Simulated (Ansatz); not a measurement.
The cluster Zn2F2⁺ was relaxed with PBE0-D4 (def2-SVP) in Ansatz in these states: charge +1 doublet, charge +1 quartet. The geometries follow in no particular order.

A:

Cartesian coordinates in Å:
```
Zn -1.5496 0.2859 1.0646
Zn 1.5500 -0.2865 -1.0635
F -0.4271 0.4642 -0.7479
F 0.4266 -0.4636 0.7468
```

B:

| atom | x (Å) | y (Å) | z (Å) |
| --- | --- | --- | --- |
| Zn1 | -0.392 | -0.793 | 0.387 |
| Zn2 | 1.136 | 2.300 | -1.115 |
| F3 | 0.346 | 0.703 | -0.323 |
| F4 | -1.090 | -2.210 | 1.051 |

Question: Judge from the bond lengths which geometry belongs to which state (an estimate).

Answer: A is the charge +1 quartet (Zn1–F4 2.137 Å, Zn1–F3 2.139 Å, Zn2–F3 2.138 Å); B is the charge +1 doublet (Zn1–F4 1.713 Å, Zn1–F3 1.814 Å, Zn2–F3 1.949 Å).

In the quartet, F3 and F4 lie 1.96 Å apart (atoms count from 1), so these atoms are partly bonded to each other.
